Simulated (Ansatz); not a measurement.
A first, cheap relaxation of CH2BClFN (`C=NB(F)Cl`).

```yaml
crystal:
  periodic: [false, false, false]
  atoms:
    - {symbol: C, position_ang: [-1.243500, -0.298200, 0.048600]}
    - {symbol: N, position_ang: [-0.298700, 0.150300, -0.665900]}
    - {symbol: B, position_ang: [1.078500, 0.234900, -0.128500]}
    - {symbol: F, position_ang: [1.470100, -0.140900, 1.246700]}
    - {symbol: Cl, position_ang: [2.482100, 0.821500, -1.212500]}
    - {symbol: H, position_ang: [-2.279800, -0.274700, -0.410500]}
    - {symbol: H, position_ang: [-1.147400, -0.561000, 1.076300]}
basis:
  gaussian: {orbitals: def2-SVP}
hamiltonian: {xc: pbe, dispersion: d4}
relax: {f_tol: 0.03, max_steps: 200}
```

```sh
$ ansatz run in.yaml --threads 2 --pin off --events-out ev --progress --plain --max-ram 4352MiB
```

Output, abridged:

```
Functional definition: PBE
mean field -18456.98638735 eV, -678.2817391403 hartree, gradient 6.8e-5 eV, S^2 0.000000; 0 other end points of the search recorded, 0 dependent functions left out
relax step   1: F+E_penalty+E_count = -18457.12202702 eV  Δ(F+E_penalty+E_count) = +0.000e0 eV  max|allowed force component| = 3.588e0 eV/Å  Δτ_max = 0.0000 Å  (28 SCF iters, accepted)
mean field -18457.07657221 eV, -678.2850533729 hartree, gradient 1.9e-5 eV, S^2 0.000000; 0 other end points of the search recorded, 0 dependent functions left out
relax step   2: F+E_penalty+E_count = -18457.21396712 eV  Δ(F+E_penalty+E_count) = -9.194e-2 eV  max|allowed force component| = 2.987e0 eV/Å  Δτ_max = 0.1966 Å  (36 SCF iters, accepted)
mean field -18457.51591235 eV, -678.3011988254 hartree, gradient 1.8e-5 eV, S^2 0.000000; 0 other end points of the search recorded, 0 dependent functions left out
relax step   3: F+E_penalty+E_count = -18457.65475404 eV  Δ(F+E_penalty+E_count) = -4.408e-1 eV  max|allowed force component| = 9.957e-1 eV/Å  Δτ_max = 0.1998 Å  (34 SCF iters, accepted)
mean field -18457.57628049 eV, -678.3034173135 hartree, gradient 1.9e-5 eV, S^2 0.000000; 0 other end points of the search recorded, 0 dependent functions left out
relax step   4: F+E_penalty+E_count = -18457.71567104 eV  Δ(F+E_penalty+E_count) = -6.092e-2 eV  max|allowed force component| = 1.047e0 eV/Å  Δτ_max = 0.2000 Å  (34 SCF iters, accepted)
mean field -18457.61713282 eV, -678.3049186090 hartree, gradient 7.7e-6 eV, S^2 0.000000; 0 other end points of the search recorded, 0 dependent functions left out
relax step   5: F+E_penalty+E_count = -18457.75664165 eV  Δ(F+E_penalty+E_count) = -4.097e-2 eV  max|allowed force component| = 9.450e-1 eV/Å  Δτ_max = 0.1250 Å  (29 SCF iters, accepted)
mean field -18457.64663080 eV, -678.3060026397 hartree, gradient 8.9e-6 eV, S^2 0.000000; 0 other end points of the search recorded, 0 dependent functions left out
relax step   6: F+E_penalty+E_count = -18457.78604130 eV  Δ(F+E_penalty+E_count) = -2.940e-2 eV  max|allowed force component| = 1.039e0 eV/Å  Δτ_max = 0.1091 Å  (30 SCF iters, accepted)
mean field -18457.70556912 eV, -678.3081685829 hartree, gradient 1.8e-5 eV, S^2 0.000000; 0 other end points of the search recorded, 0 dependent functions left out
relax step   7: F+E_penalty+E_count = -18457.84473311 eV  Δ(F+E_penalty+E_count) = -5.869e-2 eV  max|allowed force component| = 9.885e-1 eV/Å  Δτ_max = 0.1969 Å  (35 SCF iters, accepted)
mean field -18457.75457471 eV, -678.3099695054 hartree, gradient 1.6e-5 eV, S^2 0.000000; 0 other end points of the search recorded, 0 dependent functions left out
relax step   8: F+E_penalty+E_count = -18457.89301458 eV  Δ(F+E_penalty+E_count) = -4.828e-2 eV  max|allowed force component| = 9.001e-1 eV/Å  Δτ_max = 0.1945 Å  (35 SCF iters, accepted)
mean field -18457.79856365 eV, -678.3115860691 hartree, gradient 1.5e-5 eV, S^2 0.000000; 0 other end points of the search recorded, 0 dependent functions left out
relax step   9: F+E_penalty+E_count = -18457.93741799 eV  Δ(F+E_penalty+E_count) = -4.440e-2 eV  max|allowed force component| = 9.803e-1 eV/Å  Δτ_max = 0.1655 Å  (36 SCF iters, accepted)
mean field -18457.89361926 eV, -678.3150792982 hartree, gradient 1.5e-5 eV, S^2 0.000000; 0 other end points of the search recorded, 0 dependent functions left out
relax step  10: F+E_penalty+E_count = -18458.03161245 eV  Δ(F+E_penalty+E_count) = -9.419e-2 eV  max|allowed force component| = 7.364e-1 eV/Å  Δτ_max = 0.2000 Å  (36 SCF iters, accepted)
mean field -18457.92045922 eV, -678.3160656484 hartree, gradient 1.6e-5 eV, S^2 0.000000; 0 other end points of the search recorded, 0 dependent functions left out
relax step  11: F+E_penalty+E_count = -18458.05730081 eV  Δ(F+E_penalty+E_count) = -2.569e-2 eV  max|allowed force component| = 4.797e-1 eV/Å  Δτ_max = 0.1578 Å  (29 SCF iters, accepted)
mean field -18457.92224486 eV, -678.3161312695 hartree, gradient 2.3e-5 eV, S^2 0.000000; 0 other end points of the search recorded, 0 dependent functions left out
relax step  12: F+E_penalty+E_count = -18458.05888197 eV  Δ(F+E_penalty+E_count) = -1.581e-3 eV  max|allowed force component| = 4.274e-1 eV/Å  Δτ_max = 0.0788 Å  (29 SCF iters, accepted)
mean field -18457.92965274 eV, -678.3164035042 hartree, gradient 1.1e-5 eV, S^2 0.000000; 0 other end points of the search recorded, 0 dependent functions left out
relax step  13: F+E_penalty+E_count = -18458.06468632 eV  Δ(F+E_penalty+E_count) = -5.804e-3 eV  max|allowed force component| = 3.097e-1 eV/Å  Δτ_max = 0.1653 Å  (35 SCF iters, accepted)
mean field -18457.92128357 eV, -678.3160959428 hartree, gradient 1.6e-5 eV, S^2 0.000000; 0 other end points of the search recorded, 0 dependent functions left out
relax step  14: F+E_penalty+E_count = -18458.05730760 eV  Δ(F+E_penalty+E_count) = +7.379e-3 eV  max|allowed force component| = 2.100e-1 eV/Å  Δτ_max = 0.1505 Å  (28 SCF iters, rejected (line search))
mean field -18457.93891189 eV, -678.3167437714 hartree, gradient 1.1e-5 eV, S^2 0.000000; 0 other end points of the search recorded, 0 dependent functions left out
relax step  15: F+E_penalty+E_count = -18458.07462792 eV  Δ(F+E_penalty+E_count) = -9.942e-3 eV  max|allowed force component| = 1.939e-2 eV/Å  Δτ_max = 0.0444 Å  (30 SCF iters, accepted)
mean field -18457.93891189 eV, -678.3167437714 hartree, gradient 1.6e-5 eV, S^2 0.000000; 1 other end points of the search recorded, 0 dependent functions left out
Total energy: -18458.07465726 eV, -678.3217323221 hartree
Atom 0 at    -1.278723    -0.448194    -0.010179 Å, force     0.000812     0.003948     0.003160 eV/Å
Atom 1 at    -0.149406     0.096603    -0.011778 Å, force    -0.006946    -0.017599     0.007938 eV/Å
Atom 2 at     1.183230     0.451417     0.086706 Å, force    -0.010802     0.019390     0.008446 eV/Å
Atom 3 at     1.657739     1.032565     1.198780 Å, force     0.015109    -0.001071     0.011334 eV/Å
Atom 4 at     2.279310     0.203847    -1.289625 Å, force    -0.006737    -0.010692    -0.012440 eV/Å
Atom 5 at    -2.191558     0.096359    -0.348096 Å, force    -0.008276     0.004595    -0.016766 eV/Å
Atom 6 at    -1.439292    -1.500698     0.328393 Å, force     0.016840     0.001431    -0.001672 eV/Å
Dipole moment:    -0.596282    -0.251205    -0.003906 e Å
```

Hardware: 2 threads of an Arm Neoverse V2 on a shared host. Wall time 22 s, peak host memory 0.17 GiB.
